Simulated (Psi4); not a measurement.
boron oxyfluoride (BFO), singlet, geometry from GFN2-xTB. Base run: R2SCAN/cc-pVTZ run with Psi4.

Psi4 was given this input:
```
memory 2 GB

molecule {
0 1
F    -0.00000000   -0.00000000   -1.18925373
B     0.00000000    0.00000000    0.09250195
O     0.00000000    0.00000000    1.28009672
}

set {
  basis cc-pvtz
}

energy('r2scan')
print_variables()
```

The base run was repeated with changes; each row names its change, and settings that it needs were set with it.

```tsv
change	ΔE vs base (mEh)	point group used	SCF cycles
base	0.000	c2v	9
molecule keys = symmetry c1	0.000	c1	8
molecule keys = symmetry c1, no_reorient, no_com	0.000	c1	8
molecule keys = no_reorient	0.000	c2v	9
symmetry = c2	0.000	c2	9
symmetry = cs	0.000	cs	9
jitter_ang = 0.002	0.027	cs	9
```
